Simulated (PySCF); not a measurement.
From computed data to an observable: dipole moment from atomic charges

Se(Cl)(SMe) (CH3ClSSe), SMILES Cl[Se]SC. Atoms are numbered in the order given.

```xyz
7

Se     0.2561     0.0331     0.8253
Cl     0.7719     1.8565    -0.3860
S     -0.2140    -1.4642    -0.6768
C     -1.9344    -1.0512    -1.1490
H     -2.6076    -1.1222    -0.2845
H     -2.2275    -1.7863    -1.9140
H     -1.9635    -0.0412    -1.5795
```
Charge 0, spin multiplicity 1.

Geometry optimised at B3LYP-D3(BJ)/def2-SVP. This is a generated structure with no PubChem entry under its InChIKey; it may be hypothetical. The values are those of a single conformer.

Charges (e) from M06-2X/def2-TZVP in PySCF:

```
atom     IAO  ESP fit
----  ------  -------
Se1    0.237    0.089
Cl2   -0.271   -0.148
S3     0.041   -0.057
C4    -0.503   -0.338
H5     0.163    0.135
H6     0.167    0.189
H7     0.167    0.129
```

The dipole moment of the full density is 2.61 D.

Q: What dipole moment does each set of point charges give, and which comes closer to that of the density?

A: 
μ = Σ q r, and 1 e Å = 4.8032 D.
IAO: Σ q r = (-0.309, -0.515, 0.221) e Å, |μ| = 3.07 D.
ESP fit: Σ q r = (-0.452, -0.327, -0.046) e Å, |μ| = 2.69 D.
ESP fit comes closer in size. Point charges leave out the atoms' own dipoles (lone pairs, polarised bonds); fits to the potential absorb them, partitions of the density don't.
